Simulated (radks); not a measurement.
Results of a calculation; reference values are marked as such.
Sc XIV, configuration 1s1 2s2 2p4 3p1 (not the ground configuration). Level of theory: non-relativistic Kohn-Sham, LDA (Slater exchange, Perdew-Wang correlation), spin-unpolarised, spherical densities, point nucleus (a radial shooting solver on a logarithmic mesh with Libxc functionals).

Normalised radial functions P(r) = r R(r), r in bohr:

```
   r/bohr * 1s, o 2p, + 3s (the largest magnitude, 3.35, reaches the edge; | marks zero, & curves that meet)
 0.002666                             o+  *
 0.003336                             o+   *
  0.00414                             o+    *
 0.005179                             o+     *
 0.006479                             o+       *
 0.008042                             o +       *
  0.01006                             o +          *
  0.01259                             o +            *
  0.01562                             |o +             *
  0.01954                             |o +                *
  0.02445                             |o +                  *
  0.03035                             | o+                     *
  0.03796                             |  o+                     *
   0.0475                             |  +o                      *
  0.05895                             |  + o                    *
  0.07375                             | +    o                *
  0.09226                             +        o           *
   0.1145                           + |          o    *
   0.1433                         +   |          * o
   0.1792                        +    |      *       o
   0.2224                       +     |  *           o
   0.2783                        +    |*            o
   0.3482                           + *           o
   0.4356                             *  +    o
   0.5406                             *    o +
   0.6763                             *  o      +
   0.8461                             *o        +
     1.05                             &      +
    1.314                             &   +
    1.644                             &+
     2.04                             &
    2.552                             &
```

1s: eigenvalue -5076.7 eV, 0 radial nodes, <r> = 0.0725 bohr, 90 % of the charge inside 0.129 bohr. 2p: eigenvalue -866.73 eV, 0 radial nodes, <r> = 0.275 bohr, 90 % of the charge inside 0.446 bohr. 3s (empty): eigenvalue -347.16 eV, 2 radial nodes at r = 0.0942, 0.384 bohr, <r> = 0.798 bohr, 90 % of the charge inside 1.16 bohr.
